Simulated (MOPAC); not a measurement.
Input file for MOPAC: AM1 on CCl-, 2S+1 = 3, a spin state set in the input, which need not be the lowest, a point of a bond scan (R = 1.964 Å). Charge -1.

```
AM1 1SCF PRECISE CHARGE=-1 UHF MS=1 THREADS=1
CCl

C      0.00000000 1     0.00000000 1     0.00000000 1
Cl     0.00000000 1     0.00000000 1     1.96406800 1
```

Output:

```
*******************************************************************************
 **                                                                           **
 **                              MOPAC v23.2.5                                **
 **                                                                           **
 *******************************************************************************
 ** MOPAC's Digital Object Identifier: https://doi.org/10.5281/zenodo.6511958 **
 **                                                                           **
 ** Please cite the open-source release paper for use of this MOPAC version:  **
 ** J. E. Moussa and J. J. P. Stewart (2026)                                  **
 ** MOPAC: An open-source semiempirical molecular orbital program             **
 ** J. Open Source Softw., 11(119), 8025, https://doi.org/10.21105/joss.08025 **
 *******************************************************************************

                              AM1 CALCULATION RESULTS

 *******************************************************************************
 *  AM1        - The AM1 Hamiltonian to be used
 *  UHF        - UNRESTRICTED HARTREE-FOCK CALCULATION
 *
 *
 *
 *                 CHARGE ON SYSTEM = -1
 *
 *
 *
 *  MS=        - IN MECI, MAGNETIC COMPONENT OF SPIN =  1.0
 *  PRECISE    - TIGHTER CRITERIA TO BE USED
 *  1SCF       - DO 1 SCF AND THEN STOP
 *  THREADS=1  - MULTI-THREADING NOT USED
 *  T=         - A TIME OF 172800.0 SECONDS REQUESTED
 *  DUMP=N     - RESTART FILE WRITTEN EVERY 7200.0 SECONDS REQUESTED
 *******************************************************************************
AM1 1SCF PRECISE CHARGE=-1 UHF MS=1 THREADS=1
 CCl

   ATOM   CHEMICAL          X               Y               Z
  NUMBER   SYMBOL      (ANGSTROMS)     (ANGSTROMS)     (ANGSTROMS)

     1       C          0.00000000  *   0.00000000  *   0.00000000  *
     2      Cl          0.00000000  *   0.00000000  *   1.96406800  *



          CARTESIAN COORDINATES

    NO.       ATOM           X           Y           Z

     1         C          0.0000      0.0000      0.0000
     2        Cl          0.0000      0.0000      1.9641

  C: (AM1): M.J.S. DEWAR ET AL, J. AM. CHEM. SOC. 107 3902-3909 (1985)
 Cl: (AM1): M.J.S. DEWAR AND E. G. ZOEBISCH, THEOCHEM, 180, 1 (1988).

           Empirical Formula: C Cl  =     2 atoms



      MOLECULAR POINT GROUP   :   C*v


          UHF CALCULATION, NO. OF ALPHA ELECTRONS =    7
                           NO. OF BETA  ELECTRONS =    5

 -------------------------------------------------------------------------------
 AM1 1SCF PRECISE CHARGE=-1 UHF MS=1 THREADS=1
 CCl



     1SCF WAS SPECIFIED, SO BFGS WAS NOT USED
     SCF FIELD WAS ACHIEVED


                              AM1 CALCULATION
                                                       MOPAC v23.2.5 Linux




          FINAL HEAT OF FORMATION =         80.44015 KCAL/MOL =     336.56159 KJ/MOL


          COSMO AREA              =         75.99 SQUARE ANGSTROMS
          COSMO VOLUME            =         58.54 CUBIC ANGSTROMS

          IONIZATION POTENTIAL    =          2.210052 EV
          ALPHA SOMO LUMO (EV)    =         -2.210  8.243
          BETA  SOMO LUMO (EV)    =         -4.270  9.265
          NO. OF ALPHA ELECTRONS  =          7
          NO. OF BETA  ELECTRONS  =          5
          MOLECULAR WEIGHT        =         47.4640         POINT GROUP:  C*v

          MOLECULAR DIMENSIONS (Angstroms)

            Atom       Atom       Distance
           Cl     2    C     1     1.96407
           Cl     2    C     1     0.00000
            C     1   Cl     2     0.00000


          SCF CALCULATIONS        =          1





   ATOM   CHEMICAL          X               Y               Z
  NUMBER   SYMBOL      (ANGSTROMS)     (ANGSTROMS)     (ANGSTROMS)

     1       C          0.00000000  *   0.00000000  *   0.00000000  *
     2      Cl          0.00000000  *   0.00000000  *   1.96406800  *

                             CARTESIAN COORDINATES

   1    C        0.000000000     0.000000000     0.000000000
   2   Cl        0.000000000     0.000000000     1.964068000


           Empirical Formula: C Cl  =     2 atoms



      MOLECULAR POINT GROUP   :   C*v


          ALPHA EIGENVALUES
 -28.58232 -15.31034  -5.61340  -5.61340  -5.32070  -2.21005  -2.21005   8.24330


           BETA EIGENVALUES
 -28.61621 -11.44464  -5.36787  -5.36787  -4.26967   9.26521   9.26521   9.46182


              NET ATOMIC CHARGES AND DIPOLE CONTRIBUTIONS

  ATOM NO.   TYPE          CHARGE      No. of ELECS.   s-Pop       p-Pop
    1          C          -0.476205        4.4762     1.95880     2.51740
    2         Cl          -0.523795        7.5238     1.99137     5.53243
 DIPOLE           X         Y         Z       TOTAL
 POINT-CHG.     0.000     0.000     2.105     2.105
 HYBRID         0.000     0.000     0.868     0.868
 SUM            0.000     0.000     2.973     2.973


          ATOMIC ORBITAL ELECTRON POPULATIONS

     Atom    s        px        py        pz
    1  C   1.95880   1.01368   1.01368   0.49003
    2 Cl   1.99137   1.98632   1.98632   1.55980


                    (SZ)    =    1.000000
                    (S**2)  =    2.005939


          ATOMIC ORBITAL SPIN POPULATIONS

    Atom   Total    s     px     py     pz
         Atomic
    1  C  2.0300  0.011  0.986  0.986  0.046
    2 Cl -0.0300 -0.000  0.014  0.014 -0.057

 **********************
 *                    *
 * JOB ENDED NORMALLY *
 *                    *
 **********************




 == MOPAC DONE ==
```

The run finished.

Cost: very roughly 0.020 core-seconds.
